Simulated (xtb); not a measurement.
C$_{2}$H$_{2}$F (SMILES [CH-]=CF), charge -1, singlet, at a GFN2-xTB geometry. Base run: GFN2-xTB run with xtb.

The xtb input:
```
$ xtb mol.xyz --gfn 2 --chrg -1 --json

# file mol.xyz
5

C      0.12287813     0.40730308    -0.00331883
C      1.24949282    -0.26376349    -0.03891045
F     -1.12740689    -0.31305432     0.03446280
H     -0.19677651     1.48659008     0.00782128
H      2.10921281     0.46966118    -0.06461080
```

Variants of this job, named by their change:

| change | ΔE vs base (kcal/mol) | HOMO-LUMO gap (eV) | SCF cycles |
|---|---|---|---|
| base | 0.000 | 4.26 | 11 |
| etemp = 1000 | 0.000 | 4.26 | 11 |
| acc = 30 | 0.000 | 4.26 | 8 |
| acc = 0.0001 | 0.000 | 4.26 | 16 |
| gbsa = chcl3 | -57.75 | 4.24 | 11 |
| acc = 0.1 | 0.000 | 4.26 | 12 |
| etemp = 3000 | -0.006 | 4.26 | 11 |
| acc = 1000 | 0.076 | 4.24 | 5 |

ALPB and GBSA are two models with their own fitted parameters for each solvent, which aren't always the measured dielectric constant.
